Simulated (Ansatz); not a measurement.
Cartesian coordinates in Å:
```
C 0.893 0.090 -1.002
C -0.102 0.230 0.138
C -0.393 1.684 0.458
O -1.315 -0.405 -0.194
Sn -1.835 -2.302 0.039
O -0.160 -2.999 0.837
H 0.479 0.532 -1.912
H 1.834 0.594 -0.768
H 1.110 -0.962 -1.202
H 0.336 -0.230 1.040
H -0.820 2.180 -0.417
H -1.111 1.757 1.277
H 0.520 2.212 0.748
H 0.565 -2.380 0.959
```

The species carries charge 0 and has multiplicity 1. Sn: def2 effective core potential.

List the r2SCAN/def2-TZVPP orbital energies in eV (Ansatz 0.2.0). (Best estimate.)

Computed: Occupied: -515.25, -515.23, -274.45, -272.75, -272.62, -137.03, -92.00, -91.82, -91.70, -26.94, -26.71, -26.27, -26.18, -26.04, -25.34, -24.40, -19.85, -17.87, -14.85, -13.03, -12.16, -11.33, -10.89, -9.90, -9.70, -9.25, -8.85, -8.43, -7.57, -7.04, -6.62, -6.59. Lowest empty: -2.49, -0.48, 0.07, 1.54, 2.04, 2.39, 2.84, 3.07.
